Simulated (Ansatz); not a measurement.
`OC(Cl)[O][SbH2]` + `CBN` → `N[BH][SbH2]` + `COC(O)Cl`  (formal exchange of groups at the Sb–O bond)

Gas-phase electronic energies from Ansatz, PBE0-D4/def2-TZVP geometries. CCSD(T)/CBS adds triple-zeta CCSD(T) − MP2 to the extrapolated MP2 energy (def2 sets, frozen cores). DFT in def2-TZVPP. Elements past krypton have def2 core potentials. For Sb outer-core shells are correlated without core-valence functions, which leaves a few kJ/mol of doubt a bond. One conformer a species, not always the lowest.

```
  level  ΔE (kcal/mol)
ωB97X-V           19.9
 r2SCAN           21.0
```

(1) What does CCSD(T)/CBS give? (An estimate is asked.)

Largest T1 diagnostic among the species: 0.014.

Answers

(1) Computed: +20.4 kcal/mol. The listed levels differ from it by -0.5, 0.6 kcal/mol.

From BLYP to BHLYP (50 % exact exchange), in def2-TZVPP and without D4, ΔE moves by −1.8 kcal/mol. Leaving LDA and LC-ωPBE aside and taking each functional with its dispersion term where it has one, the values, not all of them listed here, spread over 6.1 kcal/mol, from PBE-QIDH to B97M-V. LDA lies −1.5 kcal/mol from PBE without D4. At CCSD(T), def2-SVP lies −4.7 kcal/mol from the extrapolated value and def2-TZVPP −1.5 kcal/mol.

CCSD(T)/CBS has its own doubt, a few kJ/mol and more with outer-core shells, so smaller differences from it don't rank the levels.
